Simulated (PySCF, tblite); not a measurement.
Isomers of C6H12S. Method: GFN2-xTB as coded in tblite; computed harmonic values from a numerical Hessian at the method's own geometry, unscaled. Against measured fundamentals such values can be off by several per cent, at times by over 20. One conformer each.

Electronic energies: PBE0/pcSseg-1 single points on the GFN2-xTB geometries (PySCF, gas phase).

```json
{"SMILES": "CC1CCSCC1", "electronic energy, lowest = 0 (kJ/mol)": "0.0"}
{"SMILES": "CCC[C@@H]1CCS1", "electronic energy, lowest = 0 (kJ/mol)": "76.0"}
{"SMILES": "CS[C@@H]1CC[C@H]1C", "electronic energy, lowest = 0 (kJ/mol)": "97.6"}
{"SMILES": "C/C=C(/CC)SC", "electronic energy, lowest = 0 (kJ/mol)": "90.9"}
{"SMILES": "CC(C)[C@H]1CCS1", "electronic energy, lowest = 0 (kJ/mol)": "70.7"}
```

Task: How do GFN2-xTB zero-point energies change the relative energies?

Result: 
| SMILES | ZPE (kJ/mol) | of it from modes above 1550 cm⁻¹ | electronic (kJ/mol) | with ZPE, lowest = 0 (kJ/mol) | lowest mode (cm⁻¹) | rings |
| --- | --- | --- | --- | --- | --- | --- |
| CC1CCSCC1 | 441.0 | 214.3 | 0.0 | 0.0 | 121 | 1 |
| CC(C)[C@H]1CCS1 | 436.9 | 215.8 | 70.7 | 66.6 | 71 | 1 |
| CCC[C@@H]1CCS1 | 437.7 | 215.0 | 76.0 | 72.7 | 46 | 1 |
| C/C=C(/CC)SC | 426.5 | 227.0 | 90.9 | 76.4 | 20 | 0 |
| CS[C@@H]1CC[C@H]1C | 433.6 | 216.3 | 97.6 | 90.2 | 49 | 1 |

The zero-point energies span 14.5 kJ/mol, from `C/C=C(/CC)SC` to `CC1CCSCC1`. The order is unchanged.

Task: And how do the electronic energies of GFN2-xTB itself compare?

Result: `CC1CCSCC1` 0.0; `CC(C)[C@H]1CCS1` 54.6; `CCC[C@@H]1CCS1` 61.4; `C/C=C(/CC)SC` 116.6; `CS[C@@H]1CC[C@H]1C` 78.6 kJ/mol, lowest = 0. Against the energies above, taken from the same isomer `CC1CCSCC1`, the largest difference is 25.7 kJ/mol.

Task: What do entropy and thermal enthalpy add at 298.15 K and 1 bar (rigid rotor, harmonic oscillator, one conformer each)?

Result: 
```
            SMILES  point group  symmetry number  S (J/(mol K))  H − H(0) (kJ/mol)  ZPE + H − H(0) − TS (kJ/mol)
         CC1CCSCC1           Cs                1          352.6              22.25                         358.1
   CC(C)[C@H]1CCS1           C1                1          375.9              24.67                         349.5
    CCC[C@@H]1CCS1           C1                1          383.5              24.64                         348.0
CS[C@@H]1CC[C@H]1C           C1                1          388.4              25.76                         343.6
```

Not tabulated: `C/C=C(/CC)SC` (lowest mode only 20 cm⁻¹).
